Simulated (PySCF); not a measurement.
RuH and its ions

B2PLYP; basis H def2-TZVPPD, Ru def2-TZVPPD with ECP28; scalar-relativistic core potentials; PySCF 2.14. Neutral (UKS): quartet (σ ↑, δ ↑↑), Re = 1.574 Å, ωe = 2006 cm⁻¹, De = 2.68 eV, HOMO -6.75 eV, LUMO -1.07 eV.

RuH⁺ (UKS): quintet (σ ↑, π ↑, δ ↑↑), Re = 1.594 Å, ωe = 2031 cm⁻¹, De = 1.92 eV to H + Ru⁺ (4d7). The energies at the minima are -95.30703 hartree for RuH and -95.00794 for RuH⁺.

Task: Work out the adiabatic ionisation energy, without and with harmonic zero-point energies (1 hartree = 27.2114 eV, 1 eV = 8065.5 cm⁻¹), and the change of the bond length.

Result: At B2PLYP: 0.29909 hartree = 8.139 eV between the minima; the zero-point term (2031.0 − 2006.0)/2 cm⁻¹ = +0.002 eV makes it 8.140 eV. Re changes by +2.0 pm against the neutral. The electron leaves a π orbital, which is non-bonding in a hydride.

Correlated steps freeze no core orbitals. The metal atom is held in its measured ground configuration; semilocal functionals can put another filling of s and d lower by some tenths of an eV, and De to that atom would be smaller. These are scalar-relativistic numbers at best; spin–orbit coupling would shift them, the dissociation energy most. For an ion De counts to the pair picked by the measured ionisation energies or electron affinities, which need not be the lowest pair at this level. B2PLYP dipoles, levels and charges come from its SCF part alone. The state is the lowest single determinant that the PBE0 search found; with open d or f shells the true ground state can be another one.
